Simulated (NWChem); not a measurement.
System: SiF2, singlet; SMILES F[Si]F

Input file for NWChem:

```
start job
memory heap 200 mb stack 900 mb global 1100 mb
geometry units angstroms noautoz
  Si     0.000000     0.000000     0.571380
  F      1.246000     0.000000    -0.460237
  F     -1.246000     0.000000    -0.460237
end
basis spherical
  * library 6-31+g*
end
dft
  xc xpbe96 cpbe96
  iterations 150
end
tddft
  cis
  nroots 6
  notriplet
end
task tddft energy
```

Low-valent species are run as closed-shell singlets; no triplet was tried in these runs. All runs use the structure optimised with B3LYP/6-31G* (spherical d).

Vertical excitations in the gas phase.

Q: Predict the main results of this run. (PBE/6-31+G* (spherical d), TDA.) Quantities: basis functions; lowest excitation, singlet (eV); oscillator strength of that lowest state; lowest state with f > 0.02, singlet (eV); oscillator strength of that bright state; orbital gap (eV).

A: 
```
Item                                      Value
----------------------------------------  -----
number of basis functions                    58
lowest excitation, singlet (eV)            5.57
oscillator strength of that lowest state  0.228
lowest state with f > 0.02, singlet (eV)   5.57
oscillator strength of that bright state  0.228
orbital gap (eV)                           4.09
```
